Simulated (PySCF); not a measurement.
# A small calculation by hand: dipole moment from atomic charges

GeH2Cl2, SMILES [Cl][GeH2][Cl]. Atoms are numbered in the order given.

```xyz
5

Ge     0.0000     0.0000    -0.6084
Cl     1.7489     0.0000     0.6561
Cl    -1.7489     0.0000     0.6561
H      0.0000     1.2964    -1.4198
H      0.0000    -1.2964    -1.4198
```
Charge 0, spin multiplicity 1.

The structure is a stationary point at B3LYP-D3(BJ)/def2-TZVP.

Charges (e) from B3LYP/def2-TZVPD run with PySCF:

| atom | ESP fit | IAO |
|---|---|---|
| Ge1 | 0.119 | 0.766 |
| Cl2 | -0.124 | -0.305 |
| Cl3 | -0.124 | -0.305 |
| H4 | 0.065 | -0.078 |
| H5 | 0.065 | -0.078 |

The dipole moment of the full density is 2.02 D.

Task: What dipole moment does each set of point charges give, and which comes closer to that of the density?

Result: 
μ = Σ q r, and 1 e Å = 4.8032 D.
ESP fit: Σ q r = (0.000, 0.000, -0.420) e Å, |μ| = 2.02 D.
IAO: Σ q r = (0.000, 0.000, -0.645) e Å, |μ| = 3.10 D.
ESP fit comes closer in size. Point charges leave out the atoms' own dipoles (lone pairs, polarised bonds); fits to the potential absorb them, partitions of the density don't.
